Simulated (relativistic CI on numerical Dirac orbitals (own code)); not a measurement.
**Electric-dipole lines of W XLVI**

These numbers are calculated, not measured: Dirac-Coulomb-Breit CI, KLI orbitals optimised for each configuration, QED by a radiative potential, unscaled Slater integrals (own radial code, finite nucleus).

CI space (outside the closed core [Ar]): 3d¹⁰4s, 3d¹⁰4p, 3d¹⁰4d, 3d¹⁰4f, 3d¹⁰5s, 3d¹⁰5p, 3d¹⁰5d, 3d¹⁰5f, 3d¹⁰5g, 3d¹⁰6s, 3d¹⁰6p, 3d¹⁰6d, 3d⁹4s², 3d¹⁰6f, 3d⁹4s4p, 3d¹⁰7s, 3d¹⁰8s, 3d⁹4s4d, 3d⁹4s4f, 3d⁹4s5s, 3d⁹4s5p, 3d⁹4s5d, 3d⁹4s5f. Double excitations out of closed p, d and f shells are left out; levels of such configurations are missing from the list, as are those of other unlisted configurations, and high levels can miss mixing partners.

| λ vac (Å) | Lower | Upper | A (s⁻¹) | log gf | S velocity/length |
| --- | --- | --- | --- | --- | --- |
| 5.7161 | 3d¹⁰4s ²S1/2 [1] | 3d⁹4s4f ²P°3/2 [123] | 3.91e+14 | 0.88 | 0.92 |
| 5.7197 | 3d¹⁰4s ²S1/2 [1] | 3d⁹4s4f ²P°1/2 [122] | 4.02e+14 | 0.60 | 0.92 |
| 5.9040 | 3d¹⁰4s ²S1/2 [1] | 3d⁹4s4f ²D°3/2 [107] | 1.22e+14 | 0.41 | 0.92 |
| 5.9052 | 3d¹⁰4s ²S1/2 [1] | 3d⁹4s4f ⁴D°1/2 [106] | 1.18e+14 | 0.09 | 0.92 |
| 10.030 | 3d¹⁰4d ²D3/2 [4] | 3d¹⁰6f ²F°5/2 [23] | 6.98e+12 | -0.20 | 0.95 |
| 10.192 | 3d¹⁰4d ²D5/2 [5] | 3d¹⁰6f ²F°7/2 [24] | 7.41e+12 | -0.03 | 0.96 |
| 13.115 | 3d¹⁰4p ²P°3/2 [3] | 3d¹⁰5d ²D5/2 [12] | 5.81e+12 | -0.05 | 1.00 |
| 14.319 | 3d¹⁰4d ²D3/2 [4] | 3d¹⁰5f ²F°5/2 [13] | 1.06e+13 | 0.29 | 0.99 |
| 14.629 | 3d¹⁰4d ²D5/2 [5] | 3d¹⁰5f ²F°7/2 [14] | 1.15e+13 | 0.47 | 0.99 |
| 16.142 | 3d¹⁰4p ²P°3/2 [3] | 3d¹⁰5s ²S1/2 [8] | 6.82e+12 | -0.27 | 1.00 |
| 17.153 | 3d¹⁰4f ²F°5/2 [6] | 3d¹⁰5g ²G7/2 [15] | 2.09e+13 | 0.87 | 0.99 |
| 17.251 | 3d¹⁰4f ²F°7/2 [7] | 3d¹⁰5g ²G9/2 [16] | 2.15e+13 | 0.98 | 0.99 |
| 25.552 | 3d¹⁰5p ²P°3/2 [10] | 3d¹⁰6d ²D5/2 [21] | 1.43e+12 | -0.08 | 0.99 |
| 27.426 | 3d¹⁰5d ²D3/2 [11] | 3d¹⁰6f ²F°5/2 [23] | 2.38e+12 | 0.21 | 0.99 |
| 27.952 | 3d¹⁰5d ²D5/2 [12] | 3d¹⁰6f ²F°7/2 [24] | 2.64e+12 | 0.39 | 0.99 |
| 32.039 | 3d¹⁰5p ²P°3/2 [10] | 3d¹⁰6s ²S1/2 [17] | 2.53e+12 | -0.11 | 0.99 |
| 34.698 | 3d¹⁰5d ²D5/2 [12] | 3d¹⁰6p ²P°3/2 [19] | 1.17e+12 | -0.07 | 1.00 |
| 48.849 | 3d⁹4s4p ⁴F°5/2 [31] | 3d⁹4s4d ⁴G7/2 [73] | 8.15e+11 | 0.37 | 0.98 |
| 48.945 | 3d⁹4s4p ⁴F°7/2 [27] | 3d⁹4s4d ⁴G9/2 [54] | 8.18e+11 | 0.47 | 0.98 |
| 49.181 | 3d¹⁰4p ²P°1/2 [2] | 3d¹⁰4d ²D3/2 [4] | 8.46e+11 | 0.09 | 1.00 |
| 59.554 | 3d⁹4s² ²D5/2 [22] | 3d⁹4s4p ²D°5/2 [42] | 7.59e+11 | 0.38 | 0.87 |
| 59.693 | 3d⁹4s² ²D3/2 [25] | 3d⁹4s4p ²D°3/2 [49] | 7.62e+11 | 0.21 | 0.87 |
| 60.381 | 3d⁹4s² ²D5/2 [22] | 3d⁹4s4p ²P°3/2 [41] | 7.23e+11 | 0.20 | 0.86 |
| 60.414 | 3d⁹4s² ²D3/2 [25] | 3d⁹4s4p ²F°5/2 [48] | 7.25e+11 | 0.38 | 0.87 |
| 60.578 | 3d⁹4s² ²D5/2 [22] | 3d⁹4s4p ²F°7/2 [40] | 7.23e+11 | 0.50 | 0.87 |
| 62.400 | 3d¹⁰4s ²S1/2 [1] | 3d¹⁰4p ²P°3/2 [3] | 4.28e+11 | 0.00 | 0.76 |
| 67.938 | 3d¹⁰4d ²D3/2 [4] | 3d¹⁰4f ²F°5/2 [6] | 2.99e+11 | 0.09 | 1.03 |
| 69.536 | 3d⁹4s4p ⁴D°7/2 [38] | 3d⁹4s4d ⁴F9/2 [63] | 3.02e+11 | 0.34 | 0.94 |
| 69.844 | 3d⁹4s4p ²F°7/2 [45] | 3d⁹4s4d ²G9/2 [77] | 3.66e+11 | 0.43 | 0.94 |
| 69.913 | 3d⁹4s4p ⁴F°9/2 [35] | 3d⁹4s4d ⁴G11/2 [59] | 3.64e+11 | 0.51 | 0.94 |
| 71.926 | 3d¹⁰4p ²P°3/2 [3] | 3d¹⁰4d ²D5/2 [5] | 3.41e+11 | 0.20 | 1.01 |
| 74.478 | 3d⁹4s4d ⁴G11/2 [59] | 3d⁹4s4f ⁴H°13/2 [91] | 2.37e+11 | 0.44 | 1.01 |
| 74.518 | 3d¹⁰4d ²D5/2 [5] | 3d¹⁰4f ²F°7/2 [7] | 2.43e+11 | 0.21 | 1.03 |
| 74.623 | 3d⁹4s4p ²F°7/2 [40] | 3d⁹4s4d ²G9/2 [65] | 2.79e+11 | 0.37 | 1.07 |
| 103.87 | 3d¹⁰5p ²P°1/2 [9] | 3d¹⁰5d ²D3/2 [11] | 2.59e+11 | 0.22 | 1.01 |
| 130.50 | 3d¹⁰5s ²S1/2 [8] | 3d¹⁰5p ²P°3/2 [10] | 1.31e+11 | 0.13 | 1.00 |
| 150.73 | 3d¹⁰5p ²P°3/2 [10] | 3d¹⁰5d ²D5/2 [12] | 1.07e+11 | 0.34 | 1.00 |
| 151.55 | 3d¹⁰5d ²D3/2 [11] | 3d¹⁰5f ²F°5/2 [13] | 9.49e+10 | 0.29 | 1.00 |
| 166.32 | 3d¹⁰5d ²D5/2 [12] | 3d¹⁰5f ²F°7/2 [14] | 7.73e+10 | 0.41 | 1.00 |
| 187.99 | 3d¹⁰6p ²P°1/2 [18] | 3d¹⁰6d ²D3/2 [20] | 9.91e+10 | 0.32 | 1.01 |
| 235.69 | 3d¹⁰6s ²S1/2 [17] | 3d¹⁰6p ²P°3/2 [19] | 4.97e+10 | 0.22 | 1.00 |
| 271.66 | 3d¹⁰6p ²P°3/2 [19] | 3d¹⁰6d ²D5/2 [21] | 4.13e+10 | 0.44 | 1.01 |
| 278.33 | 3d¹⁰6d ²D3/2 [20] | 3d¹⁰6f ²F°5/2 [23] | 3.71e+10 | 0.41 | 1.00 |
| 305.49 | 3d¹⁰6d ²D5/2 [21] | 3d¹⁰6f ²F°7/2 [24] | 3.02e+10 | 0.53 | 1.00 |
| 329.94 | 3d¹⁰5f ²F°7/2 [14] | 3d¹⁰5g ²G9/2 [16] | 6.33e+09 | 0.01 | 0.95 |

Terms are leading LS components. Brackets give the number of a level in order of energy, since labels repeat. The list gives strong lines, with weight on those to low levels, among the lowest 123 of 227 levels, so that lines to higher ones, which can be the strongest, are missing. Levels whose partners in the same complex of configurations lie outside the list can be far off, and so can their lines. Rates are taken at the computed energies, electric ones in the length gauge. A velocity-to-length ratio far from 1 marks an uncertain rate.

At this charge energies of transitions that change n are usually good to better than 1 %, and those within a shell (Δn = 0) to a few per cent.

LS names give the leading component of a level, which can be under half, so a name can repeat, a term be missing and a line seem to break the LS rules.
